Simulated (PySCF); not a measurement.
C6H10O2Si.
Z-matrix (Å and degrees, PBE0-D3(BJ)/def2-SVP geometry), rows numbered from 1:
```
C 
C   1  1.4980
O   2  1.2076  1  125.30
O   2  1.3364  1  113.11  3   179.97
Si  4  1.7272  2  116.33  1   179.69
C   5  1.8864  4  106.10  2   170.53
C   6  1.5080  5  102.19  4  -116.66
C   7  1.3421  6  119.34  5     0.13
C   8  1.5062  7  119.32  6     0.20
H   1  1.0952  2  110.05  3    -1.69
H   1  1.0999  2  109.47  3   119.52
H   1  1.0997  2  109.70  3  -123.35
H   5  1.4874  4  107.79  2   -65.32
H   6  1.1042  5  111.58  4     2.98
H   6  1.1035  5  113.48  4   122.76
H   7  1.0957  6  119.84  5  -179.91
H   8  1.0958  7  120.77  6   179.90
H   9  1.1035  5  111.68  4    -9.22
H   9  1.1034  5  112.75  4  -127.79
```

Linear response at B3LYP/def2-SVPD (PySCF, frozen core in the response, non-relativistic).

Static isotropic polarisability: 99.22 au (14.70 Å³), principal values 82.7, 100.7, 114.2 au.

Q: What is the polarisability at 1064 nm and at the sodium D line?

A: 100.06 au at 1064 nm (+0.9 %), 102.05 au at 589.3 nm (+2.9 %). The rise at 589.3 nm is 3.36 times that at 1064 nm; a pure ω² law gives 3.26. The lowest singlet lies at 216 nm, shorter than both wavelengths.

Q: What is the isotropic C6 coefficient between two such molecules, C6 = (3/π)∫α(iω)² dω?

A: 4025 au (Eh·bohr⁶) by a ten-point quadrature over imaginary frequencies, which is 2400 eV·Å⁶ or 232 J·nm⁶/mol.

Q: Which effective excitation energy ω̄ makes London's formula C6 = (3/4)α²ω̄ exact here?

A: ω̄ = 4·C6/(3α²) = 0.545 Eh = 14.8 eV. A one-pole form α(ω) = α/(1 − ω²/ω̄²) fitted to the 1064 nm value gives 12.7 eV. London's choice of the ionisation energy (9.08 eV, ΔSCF at the same level) gives C6 = 2460 au, 39 % too low.

Q: The lowest 6 singlets have (eV, f): 5.74, 0.001; 6.04, 0.000; 6.44, 0.003; 6.63, 0.007; 6.92, 0.120; 7.00, 0.026. What share of the static polarisability do they carry in the sum over states α = Σ f/ω²?

A: 2.45 au, 2.5 % of α; the largest term, 1.86 au, is that of the state at 6.92 eV. Their oscillator strengths add up to 0.16. Higher states carry the rest.

Q: How many electrons N does the Slater–Kirkwood formula C6 = (3/4)·√N·α^(3/2) need to give this C6?

A: N = (4·C6/3)²/α³ = 29.5; the species has 76 electrons in all.

Q: What three-body coefficient follows from the one-pole estimate C9 = (3/4)·α·C6?

A: 299000 au. This is an estimate from the two numbers above, not a computed integral.

Q: How anisotropic is the static polarisability, by Δα² = ½[(α1 − α2)² + (α2 − α3)² + (α3 − α1)²]?

A: Δα = 27.3 au, or 0.28 of the isotropic value.

Q: What molar refraction at the D line follows from R = (4π/3)·N_A·α′, with α′ the polarisability volume?

A: α′ = 15.12 Å³ gives R = 38.15 cm³/mol, for isolated, non-vibrating species.

The run took 3.1 min wall on one thread, Intel Xeon at 2.50 GHz (x86_64), shared host with 64 logical CPUs at a one-minute load of 56, and the process peaked at 1.1 GiB of memory. This is the whole response run at B3LYP/def2-SVPD, SCF included.

One conformer stands for the species.
